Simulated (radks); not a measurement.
Results of a calculation; reference values are marked as such.
Mean orbital radii <r> (bohr) of neutral molybdenum, [Kr] 4d5 5s1, at several levels of relativity; Dirac values are averaged over j with weights 2j + 1. Spin-unpolarised spherical Kohn-Sham, PBE, point nucleus unless stated (finite: rms radius 4.4091 fm), a radial shooting solver on a logarithmic mesh with Libxc functionals. A level marked "c x" has the speed of light scaled by that factor and shares open shells by 2j + 1; other Dirac levels either fill j = l - 1/2 first or share by 2j + 1.

[
 {"shell": "1s", "non-rel.": "0.03630", "scalar-rel.": "0.03517", "Dirac, low j first": "0.03516", "Dirac, 2j+1 shares, finite nucleus": "0.03517", "change of magnitude, last against first (%)": "-3.13"},
 {"shell": "2s", "non-rel.": "0.1587", "scalar-rel.": "0.1537", "Dirac, low j first": "0.1534", "Dirac, 2j+1 shares, finite nucleus": "0.1534", "change of magnitude, last against first (%)": "-3.35"},
 {"shell": "2p", "non-rel.": "0.1360", "scalar-rel.": "0.1340", "Dirac, low j first": "0.1338", "Dirac, 2j+1 shares, finite nucleus": "0.1338", "change of magnitude, last against first (%)": "-1.64"},
 {"shell": "3s", "non-rel.": "0.4407", "scalar-rel.": "0.4289", "Dirac, low j first": "0.4287", "Dirac, 2j+1 shares, finite nucleus": "0.4287", "change of magnitude, last against first (%)": "-2.74"},
 {"shell": "3p", "non-rel.": "0.4357", "scalar-rel.": "0.4306", "Dirac, low j first": "0.4304", "Dirac, 2j+1 shares, finite nucleus": "0.4304", "change of magnitude, last against first (%)": "-1.23"},
 {"shell": "3d", "non-rel.": "0.4145", "scalar-rel.": "0.4153", "Dirac, low j first": "0.4153", "Dirac, 2j+1 shares, finite nucleus": "0.4153", "change of magnitude, last against first (%)": "+0.20"},
 {"shell": "4s", "non-rel.": "1.136", "scalar-rel.": "1.108", "Dirac, low j first": "1.108", "Dirac, 2j+1 shares, finite nucleus": "1.108", "change of magnitude, last against first (%)": "-2.50"},
 {"shell": "4p", "non-rel.": "1.249", "scalar-rel.": "1.238", "Dirac, low j first": "1.238", "Dirac, 2j+1 shares, finite nucleus": "1.238", "change of magnitude, last against first (%)": "-0.93"},
 {"shell": "4d", "non-rel.": "1.965", "scalar-rel.": "2.000", "Dirac, low j first": "2.008", "Dirac, 2j+1 shares, finite nucleus": "2.000", "change of magnitude, last against first (%)": "+1.77"},
 {"shell": "5s", "non-rel.": "3.729", "scalar-rel.": "3.595", "Dirac, low j first": "3.602", "Dirac, 2j+1 shares, finite nucleus": "3.596", "change of magnitude, last against first (%)": "-3.59"},
 {"shell": "5p (empty)", "non-rel.": "5.475", "scalar-rel.": "5.388", "Dirac, low j first": "5.401", "Dirac, 2j+1 shares, finite nucleus": "5.386", "change of magnitude, last against first (%)": "-1.62"}
]
